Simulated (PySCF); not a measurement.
F3S, SMILES F[S+](F)F, charge +1. Geometry optimised at PBE-D3(BJ)/def2-TZVP. The isomer is the one that the SMILES or the coordinates give; other isomers of the formula were not compared.

Problem. Give the equilibrium geometry at PBE-D3(BJ)/def2-TZVP (PySCF confirms it by a frequency run) as bond lengths and angles, and its point group. (The exact figures need the calculation; the answer reports its results.)

Solution. point group C3v.
Atoms: F1 S2 F3 F4. Bonds (Å): F1–S2 1.532, S2–F3 1.532, S2–F4 1.532. Bond angles (°): F1–S2–F3 99.9, F1–S2–F4 99.9, F3–S2–F4 99.9.
Charge +1, spin multiplicity 1.
